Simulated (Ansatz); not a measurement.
Reactions of GeH6OSi (`[SiH3][O][GeH3]`).

Program: Ansatz. Geometries: PBE0-D4/def2-TZVP. ΔE: electronic, gas phase. CBS: MP2 limit from def2 TZ/QZ plus the TZ coupled-cluster correction, frozen cores. This one scheme is used for every species, atoms too. DFT in def2-TZVPP. B3LYP here is the variant with VWN-RPA as its local correlation; programs differ in this. No spin–orbit coupling; open shells (•) take unrestricted orbitals. Spin–orbit coupling would lower the free atoms: a little for Cl, F. Bonds to Ge are less sure, by a few kJ/mol each and by 10 to 20 or more in all where they break to atoms, as the def2 sets lack core-valence functions. Scalar relativity is left out up to krypton. Each species was taken in one conformer, which may not be the lowest.

| reaction | CCSD(T)/CBS(def2) (kJ/mol) |
| --- | --- |
| `[SiH3][O][GeH3]` + `CCN[SiH2]Cl` → `CC[N]([GeH3])[SiH2]Cl` + `O[SiH3]` | ? |
| `[SiH3][O][GeH3]` + CH₃OH → `C[O][GeH3]` + `O[SiH3]` | 15 |
| `[SiH3][O][GeH3]` + `[OH]`• → `[SiH2][O][GeH3]`• + H₂O | ? |
| `[SiH3][O][GeH3]` + `[OH][Ge][F]` → `[F][Ge][O][SiH3]` + `[OH][GeH3]` | 5 |
| `[SiH3][O][GeH3]` + Cl• → `[SiH2][O][GeH3]`• + HCl | -39 |
| `[SiH3][O][GeH3]` + F• → `[SiH2][O][GeH3]`• + H–F | -185 |

(1) Fill in the missing values. (Best estimate.)

Largest T1 diagnostic: 0.015, for `[OH][Ge][F]`.

## Answers

(1) Computed: `[SiH3][O][GeH3]` + `CCN[SiH2]Cl` → `CC[N]([GeH3])[SiH2]Cl` + `O[SiH3]`: +24.4 kJ/mol; `[SiH3][O][GeH3]` + `[OH]`• → `[SiH2][O][GeH3]`• + H₂O: -118.4 kJ/mol.
